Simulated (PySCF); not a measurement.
C₉H₈N (doublet state).
Numbering: `[CH:1]1[CH:2]=[CH:3][CH:4]=[C:5]2[CH:6]=[CH:7][N:8]=[CH:9][C@H:10]12` (hydrogens: H11 on C1; H12 on C2; H13 on C3; H14 on C4; H15 on C6; H16 on C7; H17 on C9; H18 on C10)

Level of theory: PBE0-D3(BJ)/def2-SVP geometry optimisation, gas phase (PySCF 2.14.0).

(1) List the bond lengths, angles and torsions at this level.

## Answers

(1) 
| bond | length (pm) |
| --- | --- |
| C1–C2 | 135.6 |
| C2=C3 | 143.4 |
| C3–C4 | 138.4 |
| C4=C5 | 140.4 |
| C5–C6 | 140.8 |
| C6=C7 | 138.1 |
| C7–N8 | 137.7 |
| N8=C9 | 128.4 |
| C9–C10 | 150.6 |
| C1–C10 | 149.5 |
| C5–C10 | 150.8 |
| C1–H11 | 109.4 |
| C2–H12 | 109.3 |
| C3–H13 | 109.2 |
| C4–H14 | 109.4 |
| C6–H15 | 109.4 |
| C7–H16 | 109.3 |
| C9–H17 | 110.0 |
| C10–H18 | 112.8 |

A selection of angles:
| angle | degrees |
| --- | --- |
| C2–C1–C10 | 120.8 |
| C1–C2–C3 | 121.2 |
| C2–C3–C4 | 120.5 |
| C3–C4–C5 | 121.1 |
| C4–C5–C6 | 124.7 |
| C4–C5–C10 | 119.1 |
| C6–C5–C10 | 116.2 |
| C5–C6–C7 | 119.9 |
| C6–C7–N8 | 123.0 |
| C7–N8–C9 | 118.7 |
| N8–C9–C10 | 123.9 |
| C1–C10–C9 | 115.2 |
| C1–C10–C5 | 114.1 |
| C5–C10–C9 | 111.2 |

Dihedral angles: C10–C1–C2–C3 4° (synperiplanar); C1–C2–C3–C4 7° (synperiplanar); C2–C3–C4–C5 -3° (synperiplanar); C3–C4–C5–C6 170° (antiperiplanar); C4–C5–C6–C7 -167° (antiperiplanar); C5–C6–C7–N8 7° (synperiplanar); C6–C7–N8–C9 -13° (synperiplanar); C7–N8–C9–C10 -5° (synperiplanar); N8–C9–C10–C1 157° (antiperiplanar); C2–C1–C10–C9 -148° (anticlinal); C4–C5–C10–C9 153° (antiperiplanar).

C6 (carbon bonded to 2 C and H) is planar (angles 120.0°, 119.9° and 119.9°, sum 359.8°, 0.03 Å off the plane of its three neighbours). C3 (carbon bonded to 2 C and H) is planar (angles 120.5°, 120.0° and 119.4°, sum 359.8°, 0.03 Å off the plane of its three neighbours). C2 (carbon bonded to 2 C and H) is planar (angles 121.2°, 119.9° and 118.9°, sum 360.0°, 0.01 Å off the plane of its three neighbours). C1 (carbon bonded to 2 C and H) is planar (angles 121.0°, 120.8° and 118.1°, sum 359.9°, 0.02 Å off the plane of its three neighbours). C4 (carbon bonded to 2 C and H) is planar (angles 121.1°, 120.1° and 118.7°, sum 359.9°, 0.02 Å off the plane of its three neighbours). C7 (carbon bonded to C, N and H) is planar (angles 123.0°, 121.0° and 115.6°, sum 359.6°, 0.04 Å off the plane of its three neighbours). The C–N distances run from 1.284 Å (N8=C9, drawn double in a drawing that doesn't fit all lengths) to 1.377 Å (C7–N8, drawn single in a drawing that doesn't fit all lengths), a spread of 0.093 Å.

Point group: C1 (no symmetry element, even within 0.4 Å). Stationary, but not proved a minimum. ⟨S²⟩ = 0.844 (exact for a doublet: 0.75).

On an x86-64 server with one thread, shared host, this took 2.4 min. These figures are those of the optimisation.

One conformer stands for the species.
